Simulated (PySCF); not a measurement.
NMR data simulated for an unnamed compound:

¹H NMR (300 MHz, computed): δ 8.14 (s, 1H), 7.83 (m, 1H), 7.79 (d, 1H), 7.67 (m, 1H), 7.30 (d, 1H), 2.37 (s, 3H).

¹³C{¹H} NMR (computed): δ 154.7 (C), 142.5 (CH), 135.4 (CH), 132.5 (CH), 125.9 (CH), 124.1 (C), 114.8 (CH), 18.4 (CH3).

All values are calculated (PySCF): shielding tensors at HF/pcSseg-1 (GIAO), geometry: PBE0-D3(BJ)/def2-SVP. Non-relativistic Hamiltonian, one computed conformer, averaged over atoms made equivalent by symmetry, fast rotation or ring inversion, in vacuum.

Scale: ¹H (σref 31.69) and ¹³C (σref 190.85) against TMS (reference shieldings calculated alike).

Which of these does the molecule contain: a heteroaromatic ring, an OH group, an N-methyl group, a nitrile?

Results:


- A heteroaromatic ring: yes.
- An OH group: no.
- An N-methyl group: no.
- A nitrile: no.

The data belong to `Cc1ccc2nccn2c1`, C8H8N2; they needn't prove each group on their own.

Carbon signals by region: 7 in the sp2 and nitrile region (100–160 ppm), 1 below 50 ppm.

Shifts are as computed. Against solution values, carbons near 30 ppm lie about -0 ppm off and those near 130 ppm about +7 ppm. Of 1211 compounds with measured shifts, 218 miss one by over three times the rms of a fit or turn the order of signals round; such compounds aren't used in these exercises. No couplings were computed; multiplicities are counted from neighbouring protons, with m where these are inequivalent, close in shift, in a saturated or five-membered ring or joined by F or P, and br s for small geminal =CH2 splittings.
